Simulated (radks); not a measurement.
Problem. All-electron atom: P2+ in [Ne] 3s2 3p1. All-electron calculation, Dirac Kohn-Sham, BLYP, spin-unpolarised, spherical densities, finite nucleus; open shells fill j = l - 1/2 first; Fermi nuclear charge, rms radius 3.1889 fm. Program: a radial shooting solver on a logarithmic mesh with Libxc functionals.

Spin-orbit splittings of the eigenvalues, e(l+1/2) - e(l-1/2), with zeta = 2 splitting/(2l+1) and mean radii in bohr:

| shell | occ. | splitting (eV) | zeta (eV) | <r> j=l-1/2 | <r> j=l+1/2 |
|---|---|---|---|---|---|
| 2p | 6 | ? | ? | 0.4829 | 0.4851 |
| 3p | 1 | 0.08060 | 0.05373 | 1.971 | 1.977 |

Estimate the 2p splitting.

Solution. 0.9232 eV (zeta = 0.6155 eV).
